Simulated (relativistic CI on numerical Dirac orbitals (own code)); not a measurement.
N⁵⁺: calculation against measurement

Method of calculation: Dirac-Coulomb-Breit CI, separate exchange-only KLI orbitals for each configuration, model QED (radiative potential, 1s self-energy scaled to tabulated hydrogen-like ionisation energies), valence Slater integrals scaled by 0.85, P86 correlation energy added to each configuration (own radial code, finite nucleus).

CI space: 1s2, 1s 2s, 1s 2p, 1s 3s, 1s 3p, 1s 3d, 1s 4s, 1s 4p, 1s 4d, 1s 4f, 1s 5s, 1s 5p, 1s 5d, 1s 5f, 1s 5g, 1s 6s, 1s 6p, 1s 6d. Levels of other configurations are missing.

| Configuration | Term (tabulated) | J | Measured (cm⁻¹) | Computed | Error | Purity (%) |
| --- | --- | --- | --- | --- | --- | --- |
| 1s2 | 1S | 0 | 0.0 | 0 | 0 | 100 |
| 1s 2s | 3S | 1 | 3385890.0 | 3382683 | -3207 | 100 |
| 1s 2p | 3P° | 1 | 3438320.0 | 3436651 | -1669 | 100 |
| 1s 2p | 3P° | 2 | 3438610.0 | 3436935 | -1675 | 100 |
| 1s 2p | 1P° | 1 | 3473790.0 | 3469288 | -4502 | 100 |
| 1s 3p | 1P° | 1 | 4016390.0 | 4011746 | -4644 | 100 |
| 1s 4p | 1P° | 1 | 4206810.0 | 4202545 | -4265 | 100 |

Measured levels from Moore, Selected Tables of Atomic Spectra, NSRDS-NBS 3, section 4; pairs were made by configuration, J and term (by order where the table uses no LS term), so strongly mixed levels may be paired wrongly.

Mean error by configuration (cm⁻¹): 1s 2s -3207; 1s 2p -2615; 1s 3p -4644; 1s 4p -4265. Over the excited levels the mean absolute error is 3327 cm⁻¹ (6 of the 6 excited levels that our extract of the source holds in range could be paired), and the median relative error of those above 1,000 cm⁻¹ is 0.098 %.
